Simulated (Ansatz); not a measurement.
Correlation energies of `[SiH3][GeH2][SiH2]Cl` by basis set

```json
{"atom": "Si1", "x (Å)": "-0.913", "y (Å)": "-0.703", "z (Å)": "1.604"}
{"atom": "Ge2", "x (Å)": "-0.427", "y (Å)": "-0.608", "z (Å)": "-0.723"}
{"atom": "Si3", "x (Å)": "1.265", "y (Å)": "1.014", "z (Å)": "-1.123"}
{"atom": "Cl4", "x (Å)": "0.713", "y (Å)": "2.772", "z (Å)": "-0.190"}
{"atom": "H5", "x (Å)": "-1.483", "y (Å)": "0.595", "z (Å)": "2.047"}
{"atom": "H6", "x (Å)": "-1.889", "y (Å)": "-1.789", "z (Å)": "1.885"}
{"atom": "H7", "x (Å)": "0.339", "y (Å)": "-0.971", "z (Å)": "2.358"}
{"atom": "H8", "x (Å)": "-1.686", "y (Å)": "-0.229", "z (Å)": "-1.522"}
{"atom": "H9", "x (Å)": "0.067", "y (Å)": "-1.976", "z (Å)": "-1.231"}
{"atom": "H10", "x (Å)": "2.561", "y (Å)": "0.586", "z (Å)": "-0.540"}
{"atom": "H11", "x (Å)": "1.454", "y (Å)": "1.310", "z (Å)": "-2.564"}
```

Charge 0, multiplicity 1. Correlated methods include outer-core shells of Ge, which these sets cover unevenly. Scalar relativity is left out up to krypton. The structure was optimised at the PBE0-D4/def2-TZVP level. It is one conformer, not always the lowest. Frozen core, restricted reference, Ansatz.

```json
{"basis": "def2-SVP", "HF (Eh)": "-3116.26388", "MP2 corr.": "-0.56863", "CCSD corr.": "-0.62872", "(T)": "-0.01647", "CCSD(T) total": "-3116.90907"}
{"basis": "def2-TZVPP", "HF (Eh)": "-3116.89477", "MP2 corr.": "-0.70453", "CCSD corr.": "-0.77016", "(T)": "-0.02887", "CCSD(T) total": "-3117.69380"}
{"basis": "def2-QZVPP", "HF (Eh)": "-3116.96742", "MP2 corr.": "-1.00758", "CCSD corr.": "–", "(T)": "–", "CCSD(T) total": "–"}
```
